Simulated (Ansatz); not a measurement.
Input for Ansatz (a program for electronic structure): R-r2SCAN/def2-TZVPP on C2F6 (SMILES FC(F)(F)C(F)(F)F).

Ansatz 0.2 input:
```yaml
crystal:
  periodic: [false, false, false]
  atoms:
    - {symbol: F, position_ang: [1.14278415, -0.53704612, 1.22116568]}
    - {symbol: C, position_ang: [0.75248408, 0.13589162, 0.13816966]}
    - {symbol: F, position_ang: [1.48281973, -0.25699719, -0.90600717]}
    - {symbol: F, position_ang: [0.94750359, 1.43931217, 0.34094601]}
    - {symbol: C, position_ang: [-0.75248453, -0.13589124, -0.13819347]}
    - {symbol: F, position_ang: [-1.14277937, 0.53704027, -1.22119550]}
    - {symbol: F, position_ang: [-1.48282475, 0.25700375, 0.90597716]}
    - {symbol: F, position_ang: [-0.94750290, -1.43931325, -0.34096237]}
basis:
  gaussian:
    orbitals: def2-TZVPP
hamiltonian:
  xc: {name: r2SCAN}
scf: {lower_state_search: off}
```

Program output:

```
WARN ansatz: RAYON_NUM_THREADS=4 ignored (pool sized by the plan → 4); use --threads N
Functional definition: r2SCAN
these checks for a lower state are left out or cut short: stability, starts, cluster_reference, orbital_swaps, neighbouring_geometries, increment
integrals: 0.19 GiB planned
1296 factors; their error is unknown
mean field: 1.24 GiB planned
mean field evaluation 1: about -18373.0698 eV, gradient 5.1e1 eV
mean field evaluation 2: about -18368.6121 eV, gradient 7.8e1 eV
mean field evaluation 4: about -18376.0399 eV, gradient 1.0e0 eV
mean field evaluation 8: about -18376.0168 eV, gradient 4.9e-1 eV
mean field evaluation 16: about -18376.0171 eV, gradient 1.7e-5 eV
mean field -18376.01710239 eV, -675.3061728010 hartree, gradient 2.1e-6 eV, S^2 0.000000; 0 other end points of the search recorded, 0 dependent functions left out
reference -18376.01710772 eV, -675.3061729971 hartree; 33, 33 occupied and 215, 215 virtual orbitals, 1296 factors
Total energy: -18376.01710772 eV, -675.3061729971 hartree
Checks for a lower state left out: stability, starts, cluster_reference, orbital_swaps, neighbouring_geometries, increment
```

The calculation finished and met its thresholds.

Cost: about 7 core-seconds (a rough figure).
